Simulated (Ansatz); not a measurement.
A nudged elastic band was laid between two geometries of C₂H₈BrNSi (13 atoms, charge 0, multiplicity 1).

Level of theory: RKS PBE0/def2-SVP in Ansatz 0.2.0.

| Quantity | Value |
| --- | --- |
| movable images | 5 |
| climbing image | yes |
| spring | 5.0 eV/Å² |
| optimiser | quadratic models (default) |
| start path | straight line |
| force threshold | 0.05 eV/Å |
| iteration limit | 60 |
| end points | relaxed |

Initial state:

```xyz
13
Properties=species:S:1:pos:R:3
C -1.396 0.192 -0.573
C -0.084 -0.430 -0.105
N -0.200 -0.865 1.276
Si 1.293 0.863 -0.215
Br 3.187 -0.042 0.576
H -2.211 -0.551 -0.532
H -1.335 0.550 -1.613
H -1.688 1.032 0.076
H 0.185 -1.242 -0.818
H 0.665 -1.296 1.598
H -0.933 -1.568 1.370
H 1.547 1.255 -1.633
H 0.990 2.067 0.608
```

Final state:

```xyz
13
Properties=species:S:1:pos:R:3
C -1.420 0.037 -0.677
C -0.088 -0.499 -0.166
N -0.259 -1.116 1.143
Si 1.242 0.863 -0.178
Br 3.141 -0.013 0.631
H -2.175 -0.765 -0.657
H -1.343 0.419 -1.707
H -1.796 0.858 -0.042
H 0.256 -1.286 -0.862
H 0.622 -1.499 1.482
H -0.557 -0.424 1.831
H 1.549 1.421 -1.530
H 0.848 1.969 0.747
```

Q: What changes between the two ends?

A: No bond is made or broken. The height of N3 over the plane of its neighbours goes from -0.38 to 0.38 Å.

Q: What energy profile does the band end with?

A: The forces met the threshold. The highest image is number 3 of 0 to 6, 0.204 eV above the first end and 0.202 eV above the last; the last end lies 0.002 eV above the first. Another band between the same ends (5 images) ends at a top of the same energy, where a vibrational analysis finds 1 clearly imaginary mode.

| image | path coordinate (Å) | energy (eV) | height of N3 over the plane of its neighbours (Å) |
| --- | --- | --- | --- |
| 0 | 0.00 | 0.000 | -0.38 |
| 1 | 0.28 | 0.015 | -0.36 |
| 2 | 0.56 | 0.082 | -0.26 |
| 3 | 0.84 | 0.204 | 0.02 |
| 4 | 1.17 | 0.075 | 0.31 |
| 5 | 1.50 | 0.019 | 0.37 |
| 6 | 1.83 | 0.002 | 0.38 |

Q: What is the geometry of the highest image?

A: 
```xyz
13
Properties=species:S:1:pos:R:3
C -1.392 0.111 -0.601
C -0.054 -0.484 -0.177
N -0.142 -1.017 1.151
Si 1.283 0.863 -0.225
Br 3.188 -0.004 0.588
H -2.180 -0.660 -0.553
H -1.363 0.490 -1.634
H -1.695 0.937 0.063
H 0.217 -1.260 -0.925
H 0.679 -1.367 1.618
H -1.015 -1.007 1.655
H 1.590 1.358 -1.602
H 0.905 2.005 0.657
```

The band took 8 iterations and of the order of 6 core-minutes.

Time of the run: 2.9 min on 2 threads of Intel(R) Xeon(R) Platinum 8488C (Sapphire Rapids) (shared host), peak memory 0.37 GiB.
